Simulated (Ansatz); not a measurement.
Relaxed structures of BSiNH$_{4}$S, singlet (PBE0-D4/def2-TZVP; forces vanish, vibrations not checked; lower isomers may exist, and structures with a doubtful reference or unclear bonds are left out; Å). Ansatz 0.2.0; basis: def2-TZVPP; cores frozen in the correlated methods.

Question: Rank them by CCSD(T) energy, lowest first, and give each one's height above the lowest. Links in brackets join atoms within 1.22 times the sum of their covalent radii (1.1 for two metals). (Judge from chemistry; the value comes from the calculation.)
A.
BSiNH₄S ([BH2][N]([SiH])[SH])
```
8
angstrom
B -0.7571 1.1773 -0.1723
Si 1.5882 0.2154 0.7327
N 0.0093 -0.0081 0.0002
S -0.7314 -1.4764 -0.5330
H -1.8474 1.1250 -0.6590
H -0.2659 2.2047 0.1866
H 1.9671 -1.2744 0.6983
H 0.2887 -2.2793 -0.1891
```
B.
BSiNH₄S ([BH2][Si]([NH])[SH])
```
8
angstrom
B -0.9006 1.5191 -0.1890
Si 0.1833 -0.1395 0.0621
N 1.6381 -0.0289 0.7134
S -0.8649 -1.8555 -0.6309
H -1.9772 1.4795 -0.7020
H -0.4512 2.5566 0.1838
H 2.2603 -0.8100 0.8726
H 0.1122 -2.7212 -0.3101
```
C.
BSiNH₄S ([NH2][Si][BH][SH])
```
8
angstrom
B 0.8634 -0.6990 0.0484
Si 0.5787 0.9474 -1.1225
N -0.7486 1.6168 -0.2763
S -0.2796 -2.0465 -0.0576
H -1.1639 2.4891 -0.5654
H -1.2095 1.2318 0.5338
H 1.8349 -0.8312 0.7352
H 0.3019 -2.9585 0.7472
```

Answer: Computed: C (0.0 kJ/mol), B (78.0 kJ/mol), A (88.3 kJ/mol). Heights count from the lowest.

The T1 diagnostic stays at or below 0.019. The restricted Hartree–Fock reference is unstable towards an unrestricted one at one or more of these structures.

For scale, one of the runs: CCSD(T)/def2-TZVPP, 202 basis functions, launched by `ansatz run in.yaml --threads 2 --pin off --events-out ev --progress --plain --max-ram 4352MiB`. The run took 71 s on 2 CPU threads of an Arm Neoverse V2 (shared host), with 2.3 GiB of host memory at its peak.
